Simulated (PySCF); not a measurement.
C4H9N3Si.
Geometry (GFN2-xTB, Å), atoms numbered from 1 in this order:
```xyz
17
C4H9N3Si angstrom
C     -2.2601    0.7215    0.1585
N     -1.8373   -0.6500   -0.0392
Si    -0.4441   -1.3596    0.6607
N      0.8701   -0.2790    0.2400
C      1.9933    0.0056    0.9763
C      2.7495    0.8579    0.2352
N      2.1259    1.1111   -0.9517
C      1.0266    0.4232   -0.9169
H     -1.3824    1.3525    0.2777
H     -2.8180    1.0649   -0.7143
H     -2.8930    0.8369    1.0440
H     -2.6243   -1.2556   -0.2153
H     -0.2769   -2.6475   -0.0061
H     -0.3706   -1.4547    2.1238
H      2.1445   -0.4187    1.9472
H      3.6935    1.3085    0.4679
H      0.2965    0.3951   -1.6999
```

Vertical excitations from PySCF (density fitting, frozen core in the response, grid level 2 and gas phase unless stated; continuum runs use non-equilibrium linear response for the excitations) on a GFN2-xTB geometry. Reference run:

```csv
settings,"S1, eV (f)","S2, eV (f)","S3, eV (f)","S4, eV (f)","S5, eV (f)","S6, eV (f)","T1, eV (Tamm–Dancoff)",mean α (au)
"PBE0/def2-SVPD, full TDDFT, 6 singlets",5.80 (0.010),6.01 (0.007),6.06 (0.004),6.26 (0.001),6.43 (0.060),6.55 (0.029),4.37,89.9
```

Task: What do these settings give: (1) PBE0/pcseg-1, energy threshold 1e-06 Eh, TDA, 25 singlets; (2) LDA/6-31G*, IEF-PCM benzene, start guess vsap, full TDDFT, 12 singlets?

Result: 
| settings | S1, eV (f) | S2, eV (f) | S3, eV (f) | S4, eV (f) | S5, eV (f) | S6, eV (f) | T1, eV (Tamm–Dancoff) | mean α (au) |
| --- | --- | --- | --- | --- | --- | --- | --- | --- |
| PBE0/pcseg-1, energy threshold 1e-06 Eh, TDA, 25 singlets | 5.97 (0.006) | 6.21 (0.014) | 6.38 (0.005) | 6.42 (0.011) | 6.69 (0.010) | 6.93 (0.101) | – | 77.7 |
| LDA/6-31G*, IEF-PCM benzene, start guess vsap, full TDDFT, 12 singlets | 5.14 (0.007) | 5.25 (0.004) | 5.55 (0.012) | 5.64 (0.018) | 5.83 (0.013) | 6.01 (0.021) | – | 86.8 |

(1) S1 moves by +0.17 eV; basis and response scheme change together, so the shift can't be laid on one. (2) S1 moves by -0.66 eV; functional, basis and environment change together, so the shift can't be laid on one. States are counted by energy in each run and needn't keep their character from row to row.

All basis functions are spherical, in the Pople sets too.

Task: Give the leading configurations of S1 (H = HOMO, L = LUMO) and the HOMO–LUMO gap of each run.

Result: 
```tsv
settings	S1 configurations (weight)	S1 (eV)	orbital gap (eV)	S1 − gap (eV)
PBE0/def2-SVPD, full TDDFT, 6 singlets	H→L 0.94	5.80	6.65	-0.85
PBE0/pcseg-1, energy threshold 1e-06 Eh, TDA, 25 singlets	H→L 0.81, H→L+1 0.15	5.97	6.86	-0.89
LDA/6-31G*, IEF-PCM benzene, start guess vsap, full TDDFT, 12 singlets	H−1→L 0.96	5.14	4.97	+0.17
```

One conformer (not necessarily the lowest) at the GFN2-xTB geometry, without vibrations or thermal averaging.
